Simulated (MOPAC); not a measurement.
MOPAC input (PM6):

```
PM6 FORCE THERMO(298,298) PRECISE LET CHARGE=1 GEO-OK AUX(PRECISION=9) THREADS=1
H6BN2O

N    -1.06851300 1   -0.86030842 1   -0.62093870 1
B    -0.15520692 1   -0.02106623 1    0.01323981 1
N     1.38892279 1   -0.01326603 1   -0.31932778 1
O    -0.33563769 1    0.90999220 1    0.97986166 1
H    -0.84421686 1   -1.52779169 1   -1.33482760 1
H    -2.04781806 1   -0.83544445 1   -0.38032864 1
H     1.56801677 1    0.23827369 1   -1.30114121 1
H     1.84961619 1    0.69471493 1    0.28392365 1
H     1.82580967 1   -0.92606565 1   -0.13151764 1
H    -1.14945501 1    1.15252423 1    1.40067090 1
```

Output:

```
 *******************************************************************************
 **                                                                           **
 **                              MOPAC v23.2.5                                **
 **                                                                           **
 *******************************************************************************
 ** MOPAC's Digital Object Identifier: https://doi.org/10.5281/zenodo.6511958 **
 **                                                                           **
 ** Please cite the open-source release paper for use of this MOPAC version:  **
 ** J. E. Moussa and J. J. P. Stewart (2026)                                  **
 ** MOPAC: An open-source semiempirical molecular orbital program             **
 ** J. Open Source Softw., 11(119), 8025, https://doi.org/10.21105/joss.08025 **
 *******************************************************************************

                              PM6 CALCULATION RESULTS

 *******************************************************************************
 *  PM6        - The PM6 Hamiltonian to be used
 *  GEO-OK     - OVERRIDE INTERATOMIC DISTANCE AND OTHER SAFETY CHECKS
 *
 *
 *
 *                 CHARGE ON SYSTEM = +1
 *
 *
 *
 *  LET        - OVERRIDE SOME SAFETY CHECKS
 *  PRECISE    - TIGHTER CRITERIA TO BE USED
 *  FORCE      - FORCE CALCULATION SPECIFIED
 *  AUX        - OUTPUT AUXILIARY INFORMATION
 *  THERMO     - THERMODYNAMIC QUANTITIES TO BE CALCULATED
 *******************************************************************************
PM6 FORCE THERMO(298,298) PRECISE LET CHARGE=1 GEO-OK AUX(PRECISION=9) THREADS=1
 H6BN2O

   ATOM   CHEMICAL          X               Y               Z
  NUMBER   SYMBOL      (ANGSTROMS)     (ANGSTROMS)     (ANGSTROMS)

     1       N         -1.06851300  *  -0.86030842  *  -0.62093870  *
     2       B         -0.15520692  *  -0.02106623  *   0.01323981  *
     3       N          1.38892279  *  -0.01326603  *  -0.31932778  *
     4       O         -0.33563769  *   0.90999220  *   0.97986166  *
     5       H         -0.84421686  *  -1.52779169  *  -1.33482760  *
     6       H         -2.04781806  *  -0.83544445  *  -0.38032864  *
     7       H          1.56801677  *   0.23827369  *  -1.30114121  *
     8       H          1.84961619  *   0.69471493  *   0.28392365  *
     9       H          1.82580967  *  -0.92606565  *  -0.13151764  *
    10       H         -1.14945501  *   1.15252423  *   1.40067090  *

          CARTESIAN COORDINATES

    NO.       ATOM           X           Y           Z

     1         N         -1.0685     -0.8603     -0.6209
     2         B         -0.1552     -0.0211      0.0132
     3         N          1.3889     -0.0133     -0.3193
     4         O         -0.3356      0.9100      0.9799
     5         H         -0.8442     -1.5278     -1.3348
     6         H         -2.0478     -0.8354     -0.3803
     7         H          1.5680      0.2383     -1.3011
     8         H          1.8496      0.6947      0.2839
[...]

 VIBRATION         20   13A'          ATOM PAIR      ENERGY CONTRIBUTION    RADIAL
 FREQUENCY          2666.35         N  3 -- H  8         +83.0% ( 93.3%)     99.9%
 TRANSITION DIPOLE   1.2652         N  3 -- H  9          +8.0% ( 29.0%)     74.5%
 TRAVEL (Ang.)       0.1872         N  3 -- H  7          +8.0% ( 29.0%)     74.5%
 REDUCED MASS        0.7218         B  2 -- N  3          +0.8% (  9.3%)      0.1%
 EFFECTIVE MASS      1.4717
 FORCE CONSTANT      3.0233

 VIBRATION         21    8A"          ATOM PAIR      ENERGY CONTRIBUTION    RADIAL
 FREQUENCY          2693.93         N  3 -- H  7         +49.2% ( 71.9%)     97.7%
 TRANSITION DIPOLE   1.2604         N  3 -- H  9         +49.2% ( 71.9%)     97.7%
 TRAVEL (Ang.)       0.2217         B  2 -- N  3          +0.8% (  9.2%)      0.0%
 REDUCED MASS        0.5092         N  3 -- H  8          +0.7% (  8.7%)      0.0%
 EFFECTIVE MASS      1.4855
 FORCE CONSTANT      2.1771

 VIBRATION         22   14A'          ATOM PAIR      ENERGY CONTRIBUTION    RADIAL
 FREQUENCY          2741.39         N  3 -- H  9         +42.2% ( 63.3%)     98.1%
 TRANSITION DIPOLE   0.9241         N  3 -- H  7         +42.2% ( 63.3%)     98.1%
 TRAVEL (Ang.)       0.2596         N  3 -- H  8         +13.5% ( 35.8%)     88.9%
 REDUCED MASS        0.3651         N  1 -- H  6          +1.0% (  9.6%)     98.6%
 EFFECTIVE MASS      1.1402
 FORCE CONSTANT      1.6165

 VIBRATION         23   15A'          ATOM PAIR      ENERGY CONTRIBUTION    RADIAL
 FREQUENCY          2776.67         N  1 -- H  6         +87.5% ( 95.0%)     99.7%
 TRANSITION DIPOLE   1.2588         N  1 -- H  5         +11.2% ( 34.0%)     86.4%
 TRAVEL (Ang.)       0.1759         N  1 -- B  2          +0.8% (  9.1%)      5.6%
 REDUCED MASS        0.7845         N  3 -- H  8          +0.1% (  3.9%)     96.3%
 EFFECTIVE MASS      1.4838
 FORCE CONSTANT      3.5637

 VIBRATION         24   16A'          ATOM PAIR      ENERGY CONTRIBUTION    RADIAL
 FREQUENCY          2804.69         N  1 -- H  5         +88.9% ( 93.9%)     99.8%
 TRANSITION DIPOLE   1.1133         N  1 -- H  6          +9.3% ( 30.3%)     71.3%
 TRAVEL (Ang.)       0.1783         N  1 -- B  2          +0.6% (  8.0%)     66.1%
 REDUCED MASS        0.7565         N  3 -- H  7          +0.5% (  6.9%)     96.9%
 EFFECTIVE MASS      1.3143
 FORCE CONSTANT      3.5063

      SYMMETRY NUMBER FOR POINT-GROUP Cs  =  1

          SYSTEM IS A GROUND STATE

 H6BN2O

          MOLECULE IS NOT LINEAR

          THERE ARE 24 GENUINE VIBRATIONS IN THIS SYSTEM
          THIS THERMODYNAMICS CALCULATION IS LIMITED TO
          MOLECULES WHICH HAVE NO INTERNAL ROTATIONS

                    CALCULATED THERMODYNAMIC PROPERTIES
                                          *
   TEMP. (K)   PARTITION FUNCTION   H.O.F.    ENTHALPY  HEAT CAPACITY ENTROPY
                                   KCAL/MOL   CAL/MOLE    CAL/K/MOL  CAL/K/MOL

 298.00  VIB.     0.8809D+01                  1861.1922    13.9639    10.5693
         ROT.     0.4894D+05                   888.2803     2.9808    24.4392
         INT.     0.4311D+06                  2749.4725    16.9447    35.0085
         TRA.     0.4591D+27                  1480.4672     4.9680    38.2360
         TOT.                       32.340    4229.9397    21.9127    73.2445

   *: NOTE: HEATS OF FORMATION ARE RELATIVE TO THE
            ELEMENTS IN THEIR STANDARD STATE AT 298K
              (=  Standard Enthalpy of Formation).

            Hvib:  Zero-point energy is not included.
                   frequencies of less than zero cm-1 are not included.
            Hrot = (3/2)RT
            Htra = (3/2)RT + pV = (5/2)RT

            Heat capacity is Cp, not Cv

          For more information, see: HTTP://OpenMOPAC.net/Manual/thermochemistry.html

           FORCE CONSTANT IN CARTESIAN COORDINATES (Millidynes/A)

    ATOM   CHEMICAL       X               Y               Z
   NUMBER   SYMBOL  FORCE CONSTANT  FORCE CONSTANT  FORCE CONSTANT

      1       N       10.271302        7.149588        0.491564
      2       B       10.434506        7.284894        1.546056
      3       N        6.840541        7.327419        6.708148
      4       O        2.601959        7.096521        0.330223
      5       H        2.027850        3.238036        0.125395
      6       H        1.794844        3.406051        0.136081
      7       H        0.875708        1.796549        2.981747
      8       H        3.839322        0.975358        0.812598
      9       H        0.875699        1.796498        2.981806
     10       H        0.284149        3.145498        0.098031

 **********************
 *                    *
 * JOB ENDED NORMALLY *
 *                    *
 **********************

 == MOPAC DONE ==
```

The dipole moment of an ion depends on the origin.
